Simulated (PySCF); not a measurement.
How methods differ on the excitation energy of Sb²⁺

Sb²⁺ [Kr] 4d10 5s2 5p1 (2P) → Sb²⁺ [Kr] 4d10 5s1 5p1 5d1 (high-spin determinant), as a difference of total energies. All numbers are calculated (PySCF 2.14, the non-relativistic Hamiltonian (point nucleus), in dyall-av2z (22s16p12d, 130 functions)). Correlated levels: valence: [Kr] 4d10 frozen; virtual orbitals above 40 to 60 times the deepest correlated orbital energy dropped. The calculations carry no spin-orbit coupling.

```json
{"method": "UHF", "excitation energy (eV)": "16.309"}
{"method": "LDA", "excitation energy (eV)": "17.648"}
{"method": "PBE", "excitation energy (eV)": "17.228"}
{"method": "PBE0", "excitation energy (eV)": "17.179"}
{"method": "r2SCAN", "excitation energy (eV)": "16.993"}
{"method": "TPSSh", "excitation energy (eV)": "17.065"}
{"method": "B3LYP", "excitation energy (eV)": "17.558"}
{"method": "r2SCAN0", "excitation energy (eV)": "17.066"}
{"method": "MP2 (valence)", "excitation energy (eV)": "17.018"}
{"method": "SCS-MP2 (valence)", "excitation energy (eV)": "17.236"}
```

Q: How much does correlation contribute at MP2 (valence)?

A: 17.018 − (16.309) = 0.709 eV, measured against UHF.

A first-order spin-orbit estimate (lowest level to lowest level, LS coupling) adds 0.069 eV.

The promoted electron is Rydberg-like, and one or two diffuse shells describe it only roughly, which tends to raise the upper state.

The determinant of the upper state mixes LS terms, which raises its energy above the lowest term, most at the Hartree-Fock and MP2 levels.
